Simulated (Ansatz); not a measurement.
```yaml
crystal:
  periodic: [false, false, false]
  atoms:
    - {symbol: K, position_ang: [0.842438, -1.676396, 0.805739]}
    - {symbol: S, position_ang: [-2.066119, -0.892391, 0.539128]}
    - {symbol: K, position_ang: [-0.945584, 1.115790, -1.424824]}
    - {symbol: S, position_ang: [1.955536, 0.291359, -1.202849]}
    - {symbol: H, position_ang: [-2.154746, -0.084876, 1.621020]}
    - {symbol: H, position_ang: [2.368465, 1.246515, -0.338214]}
basis:
  gaussian: {orbitals: pcseg-2}
hamiltonian: {xc: {name: r2SCANh}}
scf: {omitted_lower_state_checks: [starts]}
output: {forces: true}
```

```sh
$ ansatz run in.yaml --threads 4 --pin off --events-out ev --progress --plain --max-ram 3916MiB
```

Output, abridged:

```
Functional definition: r2SCANh
1338 factors; their error is unknown
mean field evaluation 1: about -54350.6380 eV, gradient 3.5e1 eV
mean field evaluation 2: about -54348.6309 eV, gradient 4.6e1 eV
mean field evaluation 4: about -54354.6448 eV, gradient 1.9e0 eV
mean field evaluation 8: about -54354.6475 eV, gradient 8.2e-2 eV
mean field evaluation 16: about -54354.7131 eV, gradient 3.8e-5 eV
mean field -54354.71314733 eV, -1997.4988652164 hartree, gradient 3.8e-5 eV, S^2 0.000000; 0 other end points of the search recorded, 0 dependent functions left out
reference -54354.71317419 eV, -1997.4988662037 hartree; 36, 36 occupied and 126, 126 virtual orbitals, 1338 factors
Total energy: -54354.71317419 eV, -1997.4988662037 hartree
Atom 0 at     0.842438    -1.676396     0.805739 Å, force     0.007995    -0.019369     0.005278 eV/Å
Atom 1 at    -2.066119    -0.892391     0.539128 Å, force     0.026941     0.187961     0.213684 eV/Å
Atom 2 at    -0.945584     1.115790    -1.424824 Å, force    -0.009967     0.008656    -0.017108 eV/Å
Atom 3 at     1.955536     0.291359    -1.202849 Å, force     0.043096     0.192710     0.206692 eV/Å
Atom 4 at    -2.154746    -0.084876     1.621020 Å, force     0.001693    -0.174461    -0.219750 eV/Å
Atom 5 at     2.368465     1.246515    -0.338214 Å, force    -0.069759    -0.195497    -0.188796 eV/Å
Dipole moment:     0.031041     0.168718     0.186316 e Å
Checks for a lower state left out: starts
```

Hardware: 4 threads of Arm Neoverse V1 on a shared host. Wall time 7 s.
